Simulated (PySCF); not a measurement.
## Worked example: chemical shift, span and skew from a shielding tensor

Ti(F)2(OH)2 (F₂H₂O₂Ti), SMILES [OH][Ti]([OH])([F])[F], multiplicity 1. Atoms are numbered in the order given.

```xyz
7

Ti     0.0163    -0.0075    -0.0022
F      0.9505     1.2168    -0.8404
F      1.0425    -0.7432     1.2181
O     -0.5159    -1.2473    -1.1564
H     -1.3775    -1.6106    -1.3956
O     -1.3850     0.7390     0.7726
H     -1.7113     1.5784     1.1164
```
Charge 0, spin multiplicity 1.

Geometry optimised at B3LYP-D3(BJ)/def2-SVP. The multiplicity is an assumed one; no other spin state was optimised. The structure was generated by enumeration; whether it is a known compound was not checked. The values are those of a single conformer.

GIAO shieldings from PBE/pcSseg-1 (PySCF), non-relativistic, no solvent. The symmetric part of the tensor of F2 has the principal values -424.7, -321.4, 304.6 ppm. The same nucleus in CFCl3 has σ = 133.6 ppm at this level (PySCF, at its B3LYP-D3(BJ)/def2-TZVP geometry).

### Question
Work out the isotropic shielding, the ¹⁹F shift against CFCl3, the span and the skew.

### Answer

σ(iso) = (σ11 + σ22 + σ33)/3 = -147.2 ppm. δ = σ(ref) − σ(iso) = 133.6 − (-147.2) = 280.8 ppm.
Span Ω = σ33 − σ11 = 729.3 ppm. Skew κ = 3(σ(iso) − σ22)/Ω = 0.72. Tumbling in solution averages the tensor to δ; in a static solid the shielding alone would spread this spin-1/2 line over Ω.
